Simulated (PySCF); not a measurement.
Cl (chlorine, neutral) across methods

[Ne] 3s1 3p6, 2S determinant (an excited configuration). All numbers are calculated (PySCF 2.14, scalar relativity by spin-free X2C-1e, in aug-cc-pCVQZ-DK (10s9p7d5f3g, 134 functions)).

| method | E (hartree) | mean ε 3s α (eV) | mean ε 3p α (eV) | mean ε 3p β (eV) | Σ⟨r²⟩ (bohr²) | ⟨S²⟩ |
| --- | --- | --- | --- | --- | --- | --- |
| BP86 | -461.1849 | -22.018 | -9.698 | -8.741 | 28.29 | 0.753 |
| PBE | -460.9494 | -21.943 | -9.625 | -8.629 | 28.36 | 0.753 |
| CAM-B3LYP | -461.1222 | -26.374 | -12.717 | -11.116 | 28.48 | 0.755 |
| UHF | -460.32620 | -32.715 | -15.673 | -11.802 | 28.94 | 0.780 |
| M06-2X | -461.0958 | -26.806 | -12.678 | -10.914 | 28.39 | 0.756 |
| PBE0 | -460.9515 | -24.802 | -11.305 | -9.722 | 28.30 | 0.756 |
| r2SCAN | -461.0733 | -23.150 | -10.173 | -8.799 | 28.24 | 0.758 |

Estimate the same row for LDA.

E (hartree) = -459.6332; mean ε 3s α (eV) = -21.891; mean ε 3p α (eV) = -9.688; mean ε 3p β (eV) = -8.765; Σ⟨r²⟩ (bohr²) = 28.41; ⟨S²⟩ = 0.753.
